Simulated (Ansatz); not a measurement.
`CB(N)C[SiH3]` + HBr → `CB(N)Br` + `C[SiH3]` at 500 K and 1 bar (ligand exchange at a B–C bond).

Computed with Ansatz on PBE0-D4/def2-TZVP structures; ΔE is electronic, products minus reactants. CBS: MP2 limit from def2 TZ/QZ plus the TZ coupled-cluster correction, frozen cores. This one scheme is used for every species. For Br outer-core shells are correlated without core-valence functions, which leaves a few kJ/mol of doubt a bond. Scalar relativity is left out up to krypton. One conformer a species, not always the lowest.

```json
{"species": "`CB(N)C[SiH3]`", "CCSD(T)/CBS energy (Eh)": "-450.77256", "H − E (kJ/mol)": "373.5", "S (J/(mol·K))": "448.7"}
{"species": "HBr", "CCSD(T)/CBS energy (Eh)": "-2573.91920", "H − E (kJ/mol)": "30.5", "S (J/(mol·K))": "213.7"}
{"species": "`CB(N)Br`", "CCSD(T)/CBS energy (Eh)": "-2693.98242", "H − E (kJ/mol)": "219.3", "S (J/(mol·K))": "369.7"}
{"species": "`C[SiH3]`", "CCSD(T)/CBS energy (Eh)": "-330.73916", "H − E (kJ/mol)": "189.7", "S (J/(mol·K))": "296.8"}
```

H − E and S are ideal-gas, rigid-rotor, harmonic terms from PBE0-D4/def2-TZVP, for one conformer and one mirror image of each species. 1 Eh = 2625.50 kJ/mol, R = 8.31446 J/(mol·K).

Task: By hand: ΔE, ΔH, ΔS and ΔG.

Result: ΔE = (-2693.98242) + (-330.73916) − (-450.77256) − (-2573.91920) = -0.02982 Eh = -78.3 kJ/mol. Δ(H − E) = 219.3 + 189.7 − 373.5 − 30.5 = 5.0, so ΔH = -73.3 kJ/mol. ΔS = 369.7 + 296.8 − 448.7 − 213.7 = 4.1 J/(mol·K). ΔG = -73.3 − 500 × (4.1)/1000 = -75.3 kJ/mol.

Task: By hand: the equilibrium constant, and the temperature at which ΔG would vanish if ΔH and ΔS stayed fixed.

Result: log₁₀ K = −ΔG/(RT ln 10) = 7.9. ΔH and −TΔS have one sign here, so there is no such temperature.

The number of gas molecules stays the same, so ΔS is small and ΔH decides. A doubt of 5 kJ/mol in ΔE shifts log₁₀ K by 0.5 here. Other conformers and mirror images would add mixing entropy, several J/(mol·K) or more a flexible species. Modes under 60 cm⁻¹, often nearly free rotors, make the harmonic entropy too high. These are equilibria of isolated gas molecules and say nothing of rates. Largest T1 diagnostic: 0.011 (customary marks: 0.02 for closed shells, 0.045 for open ones).

ΔS is within the doubt of such terms, so its sign, and with it that verdict, could turn.
